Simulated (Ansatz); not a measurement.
CH5FO2Si (`C[Si](O)(O)F`), relaxed with RKS PBE-D4/def2-SVP in Ansatz 0.2.0 from a rough embedded geometry. The force threshold is 0.03 eV/Å; the program also tests the step.

The species carries charge 0 and has multiplicity 1.

Start:

```xyz
10

C    -0.500   -0.512   -1.158
Si    0.035    0.226    0.378
O    -0.825   -0.282    1.691
O     1.690    0.027    0.684
F    -0.117    1.813    0.266
H    -1.616   -0.273   -1.386
H    -0.433   -1.583   -1.179
H     0.038   -0.099   -2.057
H    -0.501    0.132    2.573
H     2.230    0.548    0.188
```

Question: How much energy does the relaxation release, and in how many steps? (An estimate is asked.)

Answer: The calculation gave: 43.00 kJ/mol, in 6 steps, 1 of them rejected.

Question: Which bonds change most? (An estimate is asked.)

Answer: The calculation gave: O4–H10 from 0.899 to 0.973 Å; C1–Si2 from 1.786 to 1.856 Å; C1–H6 from 1.163 to 1.109 Å; O3–H9 from 1.027 to 0.973 Å.

Question: Give the relaxed structure. (Estimate.)

Answer: Computed: 
```xyz
10

C    -0.558   -0.509   -1.185
Si    0.070    0.301    0.363
O    -0.853   -0.227    1.636
O     1.670   -0.007    0.735
F    -0.063    1.930    0.183
H    -1.651   -0.347   -1.289
H    -0.371   -1.601   -1.157
H    -0.060   -0.090   -2.083
H    -0.498   -0.012    2.516
H     2.316    0.561    0.281
```
